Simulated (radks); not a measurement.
The numbers below are computed, except where a source is named.
Q: Successive ionisation energies (eV) of one element, from differences of total energies of ions in their ground configurations, starting at charge 66: 16164.8, 17908.5, 18281.8, 18824.6, 19109.7, 77236, 78403. Code: a radial shooting solver on a logarithmic mesh with Libxc functionals. Model: Dirac Kohn-Sham, BLYP, spin-unpolarised, spherical densities, finite nucleus; open shells fill j = l - 1/2 first; Fermi nuclear charge, rms radius 5.3507 fm. Which element is it?

A: Tantalum (Z = 73). The first species listed is Ta66+ in [He] 2s2 2p3, the last Ta72+ in 1s1.
